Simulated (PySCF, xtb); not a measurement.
H9Si4, SMILES [Si]([SiH3])([SiH3])[SiH3], multiplicity 2.

Geometry: r2SCAN-D4/def2-SVP. The isomer is the one that the SMILES or the coordinates give; other isomers of the formula were not compared.

Computed with C-PCM-PBE0/def2-SVP run with PySCF.

The values are the electrostatic part of the solvation free energy, E(continuum) − E(gas) at the gas-phase geometry, in a cavity of scaled van der Waals radii (PySCF's table); cavitation and dispersion terms are not included. The dipole moment in vacuum is 0.07 D.

Computed values in water (ε = 78.36), dichloromethane (ε = 8.93), methanol (ε = 32.61):
| solvent | ε | ΔG(elec) (kcal/mol) | dipole (D) |
|---|---|---|---|
| water | 78.36 | -0.3 | 0.13 |
| dichloromethane | 8.93 | -0.3 | 0.12 |
| methanol | 32.61 | -0.3 | 0.13 |

For comparison, GFN2-xTB/ALPB(water) (xtb, at the GFN2-xTB geometry, all terms of that model) gives -0.9 kcal/mol.
